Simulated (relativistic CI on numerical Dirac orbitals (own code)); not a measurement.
**Transition arrays of Zr¹⁸⁺**

Computed by Dirac-Coulomb-Breit CI, KLI orbitals optimised for each configuration, model QED (radiative potential, 1s self-energy scaled to tabulated hydrogen-like ionisation energies), valence Slater integrals scaled by 0.9, whole transition arrays (own radial code, finite nucleus).

CI space (outside the closed core [Ne] 3s2): 3p6.3d4, 3p6.3d3.4f, 3p5.3d5, 3p6.3d3.4p, 3p6.3d3.5f. Levels of other configurations are missing.

All E1 lines from the levels of 3p6.3d4; mean and standard deviation are weighted by gf, and upper levels are sorted by their leading configuration.

```tsv
Upper configuration	Lines	Σgf	Mean (eV)	Mean (nm)	σ (eV)	Strongest line (nm)
3p6.3d3.4f	2825	593.4	424.82	2.918	4.80	2.894
3p5.3d5	3245	270.7	157.50	7.872	11.95	7.222
3p6.3d3.4p	1718	35.4	326.80	3.794	4.70	3.800
3p6.3d3.5f	2825	208.9	538.53	2.302	5.29	2.294
```

Σgf per state of the lower configuration in bins of 0.2 nm over the central range (centre: value): 2.3: 0.99, 2.9: 2.76, 3.1: 0.07, 3.7: 0.10, 3.9: 0.06, 7.1: 0.06, 7.3: 0.23, 7.5: 0.18, 7.7: 0.20, 7.9: 0.14, 8.1: 0.11, 8.3: 0.07, 8.5: 0.07, 8.7: 0.06.

How do configuration mixing and the scaling of the Slater integrals move the arrays?

Slater scale 0.9, no configuration mixing: 3p6.3d3.4f 424.8 ± 4.8 eV (Σgf 577.7), 3p5.3d5 157.7 ± 12.0 eV (Σgf 289.1), 3p6.3d3.4p 326.9 ± 4.6 eV (Σgf 37.0), 3p6.3d3.5f 538.3 ± 5.3 eV (Σgf 164.5); Slater scale 1: 3p6.3d3.4f 425.4 ± 5.3 eV (Σgf 598.4), 3p5.3d5 159.5 ± 12.9 eV (Σgf 271.8), 3p6.3d3.4p 326.9 ± 5.2 eV (Σgf 35.3), 3p6.3d3.5f 538.8 ± 5.8 eV (Σgf 211.1); Slater scale 0.8: 3p6.3d3.4f 424.2 ± 4.3 eV (Σgf 588.4), 3p5.3d5 155.5 ± 11.0 eV (Σgf 269.5), 3p6.3d3.4p 326.7 ± 4.2 eV (Σgf 35.6), 3p6.3d3.5f 538.3 ± 4.7 eV (Σgf 206.8). With mixing, levels are counted to their leading configuration, so an array can shrink or vanish into another, and the sums then hold other lines.
